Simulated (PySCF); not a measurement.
SMILES CC([SiH2][SiH2]Cl)C (C₃H₁₁ClSi₂), GFN2-xTB optimised geometry.

```
17

C      1.82    -2.08    -0.10
C      1.26    -0.66     0.00
C      1.81     0.20    -1.13
Si    -0.66    -0.66     0.00
Si    -1.52     1.49     0.00
Cl    -0.48     2.69     1.26
H      1.46    -2.69     0.72
H      1.52    -2.54    -1.03
H      2.91    -2.06    -0.06
H      1.61    -0.23     0.95
H      2.90     0.20    -1.12
H      1.47     1.23    -1.04
H      1.49    -0.18    -2.10
H     -1.10    -1.46     1.15
H     -1.11    -1.38    -1.20
H     -2.91     1.56     0.45
H     -1.48     2.17    -1.30
```

Density from CAM-B3LYP/def2-SVP (PySCF) at that geometry.

Minimum of the electron density along straight lines between bonded atoms, close to the bond critical point (lines longer than 1.1 times the sum of covalent radii, or with two minima, are not listed):

```csv
bond,length / Å,ρ at the minimum / e bohr⁻³,∇²ρ there / e bohr⁻⁵,position (fraction from the first atom)
C1–C2,1.526,0.243,-0.55,0.50
C2–C3,1.527,0.243,-0.55,0.50
C2–Si4,1.916,0.112,0.28,0.62
Si5–Cl6,2.032,0.094,0.31,0.37
C1–H7,1.088,0.277,-1.03,0.63
C1–H8,1.088,0.277,-1.02,0.63
C1–H9,1.090,0.276,-1.01,0.63
C2–H10,1.096,0.272,-0.97,0.62
C3–H11,1.090,0.276,-1.02,0.63
C3–H12,1.089,0.276,-1.02,0.63
C3–H13,1.089,0.276,-1.02,0.63
Si4–H14,1.472,0.115,0.33,0.49
Si4–H15,1.471,0.115,0.33,0.49
Si5–H16,1.464,0.119,0.33,0.49
Si5–H17,1.466,0.118,0.33,0.49
```
